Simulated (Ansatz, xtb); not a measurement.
## Two structures of BrCuGeO

Structure a is a singlet given by its coordinates and structure b is a singlet given by its coordinates. Both are isolated molecules in the gas phase, relaxed with r2SCAN-D4/def2-SVP.

a (Å):

```
atom    x (Å)    y (Å)    z (Å)
  Br  -0.8360   1.3686  -2.0638
  Cu  -0.1636  -0.2007  -0.6650
  Ge   1.2275   0.0440   1.3192
   O   0.5234  -1.3464   0.6450
```

Close contacts (Å): Br1–Cu2 2.21, Cu2–Ge3 2.44, Cu2–O4 1.87, Ge3–O4 1.70.

b (Å):

```yaml
atoms:
  - { symbol: Br, position_ang: [0.0000, 0.0000, -3.1597] }
  - { symbol: Cu, position_ang: [0.0000, 0.0000, -0.9562] }
  - { symbol: Ge, position_ang: [0.0000, 0.0000, 1.2480] }
  - { symbol: O, position_ang: [0.0000, 0.0000, 2.8679] }
```

Close contacts (Å): Br1–Cu2 2.20, Cu2–Ge3 2.20, Ge3–O4 1.62.

Task: Which of the two would you expect CCSD(T)/def2-SVP + ΔMP2/def2-TZVPP electronic energies to favour?

Result: Structure a; the calculation gives E(b) − E(a) = +0.605 eV.

The same difference at several levels:

| level | geometry | E(b) − E(a) (eV) | departure from the last row (eV) | job, with rough time for the two |
| --- | --- | --- | --- | --- |
| r2SCAN-D4/def2-SVP | r2SCAN-D4/def2-SVP | +0.802 | +0.197 | optimisation, 80 s |
| HF/def2-SVP | r2SCAN-D4/def2-SVP | +0.742 | +0.137 | part of the CCSD(T) run |
| MP2/def2-SVP | r2SCAN-D4/def2-SVP | +0.621 | +0.016 | part of the CCSD(T) run |
| CCSD(T)/def2-SVP | r2SCAN-D4/def2-SVP | +0.650 | +0.045 | single point |
| CCSD(T)/def2-SVP + ΔMP2/def2-TZVPP | r2SCAN-D4/def2-SVP | +0.605 |  | single point, 74 s |

None of the levels shown reverses the order. The largest departure from CCSD(T)/def2-SVP + ΔMP2/def2-TZVPP is that of r2SCAN-D4/def2-SVP, 0.197 eV. Levels run at GFN2-xTB geometries aren't shown. The last row adds to CCSD(T) the change of the MP2 difference between the two basis sets, here −0.045 eV.

With harmonic frequencies from r2SCAN-D4/def2-SVP (ideal gas, rigid rotor, one conformer each, 298.15 K, 1 atm): on the last row, ΔE + ΔZPE = +0.602 eV. A mode under 50 cm⁻¹ makes harmonic enthalpies and free energies unreliable, so none is given.

The T1 diagnostic of structures a and b is large, so the coupled-cluster value is less sure. The correlated steps freeze 24 core orbitals; the filled d shell of Br and Ge is correlated; the last core shell of Cu is correlated, in a basis made for valence electrons. Run with Ansatz 0.2.0; the last row on 1 thread of Intel(R) Xeon(R) Platinum 8375C CPU @ 2.90GHz (Ice Lake) on a shared host.
